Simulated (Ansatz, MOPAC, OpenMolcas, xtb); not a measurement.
**InCNClF (SMILES N#[C][In]([F])[Cl]): the HOMO–LUMO gap, rung by rung**

InCNClF has 5 atoms, charge 0, and is taken as a singlet. SMILES: `N#[C][In]([F])[Cl]`. The coordinates come from a PBE0-D4/def2-TZVP relaxation.

```xyz
5

N    -1.3926    1.4514    1.6488
C    -0.7819    0.7844    0.9349
In    0.3304   -0.3896   -0.3764
F     0.4344   -2.2809   -0.0397
Cl    1.4597    0.3610   -2.2091
```

Each level gives the HOMO–LUMO gap (eV). The values are calculated.

```json
{"level": "PM6", "kind": "semi-empirical", "program": "MOPAC", "value (eV)": "10.24", "CPU time": "under 2 s"}
{"level": "GFN0-xTB", "kind": "semi-empirical", "program": "xtb", "value (eV)": "4.00", "CPU time": "under 2 s"}
{"level": "HF/def2-SVP (core potential)", "kind": "Hartree–Fock", "program": "Ansatz", "value (eV)": "13.44", "CPU time": "5.5 s"}
{"level": "SVWN5/def2-SVP (core potential)", "kind": "LDA", "program": "OpenMolcas", "value (eV)": "4.63", "CPU time": "15 s"}
{"level": "revPBE/def2-SVP (core potential)", "kind": "GGA", "program": "Ansatz", "value (eV)": "4.85", "CPU time": "11 s"}
{"level": "TPSS/def2-SVP (core potential)", "kind": "meta-GGA", "program": "OpenMolcas", "value (eV)": "5.06", "CPU time": "28 s"}
{"level": "B3LYP/def2-SVP (core potential)", "kind": "global hybrid", "program": "OpenMolcas", "value (eV)": "6.55", "CPU time": "18 s"}
{"level": "BHLYP/def2-SVP (core potential)", "kind": "global hybrid", "program": "Ansatz", "value (eV)": "9.23", "CPU time": "16 s"}
{"level": "CAM-B3LYP/def2-SVP (core potential)", "kind": "range-separated hybrid", "program": "Ansatz", "value (eV)": "9.48", "CPU time": "16 s"}
{"level": "PBE-QIDH/def2-SVP (core potential)", "kind": "double hybrid", "program": "Ansatz", "value (eV)": "11.07", "CPU time": "22 s"}
```

The values span 4.00 to 13.44 eV. Orbital gaps aren't excitation energies, and those of double hybrids come from the SCF part alone; they tend to grow with the share of exact exchange. Times are those of the runs behind each value, whatever else they computed, on shared processors of several kinds: orders of magnitude only.
